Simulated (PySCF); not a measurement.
CHO (SMILES [CH-]=O), charge -1, singlet, at the geometry optimised at the base level; PySCF with HF/def2-TZVP, frequencies.

Here is a job for PySCF.
```python
from pyscf import gto, scf
from pyscf.hessian import thermo

mol = gto.Mole()
mol.atom = '''
    O     0.00000000   -0.00245607    0.61336819
    C     0.00000000    0.16619573   -0.61859681
    H     0.00000000   -0.97752588   -1.19536469
'''
mol.basis = 'def2-tzvp'
mol.charge = -1
mol.verbose = 3
mol.build()

mf = scf.RHF(mol)
mf.kernel()
hess = mf.Hessian().kernel()
freq = thermo.harmonic_analysis(mf.mol, hess)
print('frequencies / cm-1', freq['freq_wavenumber'].round(1))
th = thermo.thermo(mf, freq['freq_au'], 298.15, 101325)
thermo.dump_thermo(mf.mol, th)
```

Task: Write the output that PySCF gives for this input, abridged.

Result: 
```
converged SCF energy = -113.258468630696
frequencies / cm-1 [1055.4 1394.8 1718. ]
temperature 298.1500 [K]
pressure 101325.00 [Pa]
Rotational constants [GHz] 400.72094 42.08289 38.08344
Symmetry number 1
Zero-point energy (ZPE) 0.00950 [Eh]   24931.188 [J/mol]
                           tot       elec      trans        rot        vib
Entropy [J/mol/K]       221.727      0.000    150.749     70.569      0.409
Cv [J/mol/K]             26.878      0.000     12.472     12.472      1.935
Cp [J/mol/K]             35.192      0.000     20.786     12.472      1.935
Internal energy [J/mol]                      3718.434   3718.434  25034.269
Internal energy [Eh]   -113.24610  -113.25847
Enthalpy [J/mol]                             6197.391   3718.434  25034.269
Enthalpy [Eh]          -113.24516
Gibbs free energy [J/mol]                  -38748.552 -17321.668  24912.341
Gibbs free energy [Eh] -113.27034
```
